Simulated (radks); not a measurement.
Neutral gold: order these configurations by energy. Calculated with a radial shooting solver on a logarithmic mesh with Libxc functionals: scalar-relativistic Kohn-Sham, BLYP, spin-polarised, spherical densities, finite nucleus; Fermi nuclear charge, rms radius of each element as measured or else 0.836 A^(1/3) + 0.57 fm. Open shells are filled with parallel spins first. [Xe] 4f14 5d10 6p1; [Xe] 4f14 5d10 6s1; [Xe] 4f14 5d9 6s1 6p1; [Xe] 4f14 5d9 6s2.

Answer. From the lowest, in eV above it: [Xe] 4f14 5d10 6s1 0.000; [Xe] 4f14 5d9 6s2 1.567; [Xe] 4f14 5d10 6p1 5.278; [Xe] 4f14 5d9 6s1 6p1 6.766.
